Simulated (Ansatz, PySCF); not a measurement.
Pair of molecules: CH4O (SMILES CO) (first 6 atoms) with CH2F2 (SMILES FCF); geometry from B3LYP-D3(BJ)/def2-TZVP, rigid monomers moved along the line of their centres of mass till O2···H11 is 2.62 Å.
(charge 0, multiplicity 1):
```json
[
 {"atom": "C", "x (Å)": "0.3873", "y (Å)": "-0.5809", "z (Å)": "0.4249"},
 {"atom": "O", "x (Å)": "0.2626", "y (Å)": "0.7548", "z (Å)": "0.9094"},
 {"atom": "H", "x (Å)": "-0.2698", "y (Å)": "-0.7641", "z (Å)": "-0.4311"},
 {"atom": "H", "x (Å)": "0.0922", "y (Å)": "-1.2381", "z (Å)": "1.2403"},
 {"atom": "H", "x (Å)": "1.4182", "y (Å)": "-0.8170", "z (Å)": "0.1429"},
 {"atom": "H", "x (Å)": "0.5396", "y (Å)": "1.3643", "z (Å)": "0.2184"},
 {"atom": "F", "x (Å)": "0.0094", "y (Å)": "-1.1082", "z (Å)": "4.2113"},
 {"atom": "C", "x (Å)": "0.2703", "y (Å)": "0.2103", "z (Å)": "4.4735"},
 {"atom": "F", "x (Å)": "1.4111", "y (Å)": "0.2761", "z (Å)": "5.2208"},
 {"atom": "H", "x (Å)": "-0.5547", "y (Å)": "0.6091", "z (Å)": "5.0663"},
 {"atom": "H", "x (Å)": "0.4285", "y (Å)": "0.7245", "z (Å)": "3.5268"}
]
```

Interaction energies are E(AB) − E(A) − E(B) at the monomers' geometry in the complex; basis-set methods are counterpoise corrected. Rows marked so take none.

Frozen-core correlation. Rows in 3-21G, 6-31G* carry no dispersion term and start afresh at each structure (6-31G* with six Cartesian d functions). MP2/6-31G* freezes PySCF's default core.

Programs: Ansatz (a program for electronic structure) with Gaussian orbitals; PySCF for 3-21G rows, 6-31G* rows, the dispersion terms. Each number belongs to the level named beside it.

```csv
level,interaction energy (meV)
PBE/def2-TZVPPD,-97.4
BP86/6-31G* (no counterpoise),-116.1
r2SCAN-D4/def2-TZVPPD,-112.0
B3LYP/3-21G (no counterpoise),-251.0
B3LYP-D3(BJ)/def2-TZVPPD,-122.3
PBE0-D3(BJ)/def2-TZVPPD,…
wB97M-V/def2-TZVPPD,-121.3
MP2/6-31G* (no counterpoise),…
CCSD(T)/aug-cc-pVDZ,-117.4
```

Q: Fill in the missing entries.

A: 
- PBE0-D3(BJ)/def2-TZVPPD, interaction energy (meV): -125.8
- MP2/6-31G* (no counterpoise), interaction energy (meV): -166.8
